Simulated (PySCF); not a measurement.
**`C#Cc1ccc(C=S)n1C`, C$_{8}$H$_{7}$NS**

Cartesian coordinates in Å; atom numbers follow the order of the lines, from 1:
```xyz
17

C     1.9786    0.3484    2.4342
C     1.2250    0.4498    1.4865
C     0.3572    0.5873    0.3793
C     0.2599    1.6475   -0.5353
C    -0.7423    1.3174   -1.4443
C    -1.2524    0.0611   -1.0835
C    -2.2871   -0.7077   -1.6985
S    -3.1528   -0.2846   -3.0198
N    -0.5630   -0.3645    0.0356
C    -0.7693   -1.6081    0.7374
H     2.6470    0.2628    3.2712
H     0.8712    2.5460   -0.5082
H    -1.1022    1.8917   -2.2949
H    -2.5000   -1.6736   -1.2140
H    -0.0690   -1.6517    1.5803
H    -0.5800   -2.4681    0.0785
H    -1.7949   -1.6736    1.1291
```

Computed, not measured: quadratic response CAM-B3LYP/aug-cc-pVDZ first hyperpolarisability, Taylor convention, gas phase (PySCF). Geometry: PBE0-D3(BJ)/def2-SVP.

(1) Give the tensor of the static β(0;0,0) in the axes of these coordinates.

Answers

(1) In au, Taylor convention; rows are the first index (the induced dipole):
|  | xx | yy | zz | xy | xz | yz |
| --- | --- | --- | --- | --- | --- | --- |
| x | +731.4 | +141.1 | +347.3 | +358.5 | +521.9 | +326.7 |
| y | +358.5 | +13.2 | +282.9 | +141.1 | +326.7 | +150.9 |
| z | +521.9 | +150.9 | +242.5 | +326.7 | +347.3 | +282.9 |

Norm of βᵢ = ⅓ Σⱼ (βᵢⱼⱼ + βⱼᵢⱼ + βⱼⱼᵢ): 1659.6 au, hyper-Rayleigh value 715.2 au.
